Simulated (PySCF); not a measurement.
C₆H₈O₃.
Structure used (GFN2-xTB), in Å, numbered top down from 1:
```xyz
17
C6H8O3 angstrom
C      1.8500    0.8633   -0.2155
C      1.5172   -0.3934    0.5780
C      0.3975   -1.2120   -0.0819
C     -0.8716   -0.4452   -0.1268
C     -1.5632    0.1281   -1.1182
O     -2.6628    0.7561   -0.5906
C     -2.6268    0.5597    0.7463
O     -3.4210    0.9680    1.5293
O     -1.5343   -0.1790    1.0490
H      0.9910    1.5284   -0.2655
H      2.1454    0.6083   -1.2309
H      2.6691    1.3999    0.2561
H      1.2075   -0.1206    1.5880
H      2.4044   -1.0239    0.6542
H      0.2344   -2.1240    0.4955
H      0.6774   -1.4798   -1.1010
H     -1.4212    0.1780   -2.1759
```

The closed-shell SCF was solved with PySCF and density fitting under several settings on one GFN2-xTB geometry (grid level 2 and gas phase unless stated).

```csv
settings,basis functions,SCF cycles,E (Eh),HOMO (eV),LUMO (eV),dipole (D)
"PW91/pcSseg-1, grid level 4",193,17,-458.9271,-5.94,-0.97,5.08
"B3LYP/6-31++G**, start guess atom",210,12,-459.1389,-6.85,-0.58,5.42
```

Q: Estimate the row for these settings: HSE06/STO-3G, IEF-PCM cyclohexane.

A: 
```tsv
settings	basis functions	SCF cycles	E (Eh)	HOMO (eV)	LUMO (eV)	dipole (D)
HSE06/STO-3G, IEF-PCM cyclohexane	53	13	-452.7656	-3.71	3.03	3.84
```

Q: Over all rows, what range does the HOMO–LUMO gap span?

A: From 4.97 eV (PW91/pcSseg-1, grid level 4) to 6.74 eV (HSE06/STO-3G, IEF-PCM cyclohexane). The functional of the narrowest has no exact exchange, that of the widest 25 % exact exchange at short range alone.

Q: And the dipole moment?

A: From 3.84 D (HSE06/STO-3G, IEF-PCM cyclohexane) to 5.42 D (B3LYP/6-31++G**, start guess atom); the largest is 1.41 times the smallest, and the median is 5.08 D.

Whole jobs, the steps after the SCF included, on an AMD EPYC 9R14 with one thread, shared host:

```tsv
settings	work after the SCF	wall time	peak memory
PW91/pcSseg-1, grid level 4	shieldings, ring-centre shieldings, charges and field gradients	56 s	0.75 GiB
B3LYP/6-31++G**, start guess atom	shieldings, ring-centre shieldings, charges and field gradients	28 s	0.79 GiB
HSE06/STO-3G, IEF-PCM cyclohexane	shieldings, ring-centre shieldings, charges and field gradients	7.8 s	0.50 GiB
```

Cycle counts include a coarse-grid stage where the run had one. All basis functions are spherical, in the Pople sets too. The structure is a single GFN2-xTB conformer; no vibrational corrections.
